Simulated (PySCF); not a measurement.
## Electron correlation in Be (beryllium, neutral)

[He] 2s2, closed-shell 1S. Calculation: PySCF 2.14, in aug-cc-pCVTZ (7s6p4d2f, 59 functions); no relativity, point nucleus. Frozen: nothing; 4 electrons correlated.

| level | correlation energy (mhartree) |
| --- | --- |
| CCSD | -89.05 |
| (T) | -0.44 |
| CCSD(T) | -89.49 |
| CCSDT | -89.52 |

Diagnostics: T1 = 0.016, D1 = 0.0325, largest double amplitude 0.116.

Cost of the coupled-cluster step: of the order of 1.3 core-seconds, for 4 correlated electrons.

Iterations:

```
CC2 = 0
CCSD nocc = 2, nmo = 59
frozen orbitals []
max_cycle = 100
direct = 0
conv_tol = 1e-08
conv_tol_normt = 1e-06
diis_space = 8
diis_start_cycle = 0
Init t2, MP2 energy = -14.6424145694273  E_corr(MP2) -0.0695390161946627
Init E_corr(CCSD) = -0.0695390162245422
cycle = 1  E_corr(CCSD) = -0.0799444926167268  dE = -0.0104054764  norm(t1,t2) = 0.0595486
cycle = 2  E_corr(CCSD) = -0.0841432359712189  dE = -0.00419874335  norm(t1,t2) = 0.033388
cycle = 3  E_corr(CCSD) = -0.0891454335572038  dE = -0.00500219759  norm(t1,t2) = 0.0191792
cycle = 4  E_corr(CCSD) = -0.0889933484455949  dE = 0.000152085112  norm(t1,t2) = 0.00100495
cycle = 5  E_corr(CCSD) = -0.0890688160903451  dE = -7.54676448e-05  norm(t1,t2) = 0.000243655
cycle = 6  E_corr(CCSD) = -0.0890532398233403  dE = 1.5576267e-05  norm(t1,t2) = 7.51476e-05
cycle = 7  E_corr(CCSD) = -0.0890492874418808  dE = 3.95238146e-06  norm(t1,t2) = 1.46589e-05
cycle = 8  E_corr(CCSD) = -0.0890498530386126  dE = -5.65596732e-07  norm(t1,t2) = 3.28404e-06
cycle = 9  E_corr(CCSD) = -0.089049597173002  dE = 2.55865611e-07  norm(t1,t2) = 1.47481e-06
cycle = 10  E_corr(CCSD) = -0.089049537468328  dE = 5.9704674e-08  norm(t1,t2) = 2.54616e-07
cycle = 11  E_corr(CCSD) = -0.0890495378953527  dE = -4.27024693e-10  norm(t1,t2) = 1.51373e-08
CCSD converged
E(CCSD) = -14.66192509112796  E_corr = -0.08904953789535268
CCSD(T) correction = -0.000444650620964109
```
